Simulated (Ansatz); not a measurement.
## Redistribution: CBr2ClF + CH2BrI → CHBrClF + CHBr2I

Species: CBr2ClF (dibromochlorofluoromethane) `FC(Cl)(Br)Br`, singlet; CH2BrI (bromoiodomethane) `BrCI`, singlet; CHBrClF `FC(Cl)Br`, singlet; CHBr2I (dibromoiodomethane) `BrC(Br)I`, singlet. The partners trade Br for H; both sit on C, so the bond types are kept.

Shapes, held fixed at every level: PBE0-D4/def2-TZVP. Programs: Ansatz 0.2.0. The zero-point and thermal change to 298 K, harmonic and unscaled (PBE0-D4/def2-TZVP), is +2.2 kJ/mol.

(1) Estimate ΔH(298 K) of this reaction.

Answers

(1) The highest level, CCSD(T)/def2-TZVPP, gives ΔH(298 K) = -3.5 kJ/mol; the levels span -6.2 to +1.5. That is about zero within the method's error. They disagree on the sign: 2 of 8 are positive. The column of differences is taken from that level and isn't an error. No measured value is set beside it here. For atoms past krypton def2 sets carry core potentials with scalar relativity. Relativity is left out for Br. Outer-core shells of Br, I are correlated in most correlated rows, in sets that cover them unevenly.

```
               level                    kind  ΔH(298 K) (kJ/mol)  less CCSD(T)/def2-TZVPP
         HF/def2-SVP            Hartree–Fock                -5.5                     -2.0
       HF/def2-TZVPP            Hartree–Fock                -6.2                     -2.7
r2SCAN-D4/def2-TZVPP                meta-GGA                +1.5                     +5.0
 BHLYP-D4/def2-TZVPP           global hybrid                -4.7                     -1.2
  wB97M-V/def2-TZVPP  range-separated hybrid                +0.4                     +3.9
   B2PLYP/def2-TZVPP           double hybrid                -3.1                     +0.4
     CCSD/def2-TZVPP   coupled cluster or CI                -4.3                     -0.8
  CCSD(T)/def2-TZVPP   coupled cluster or CI                -3.5                      0.0
```
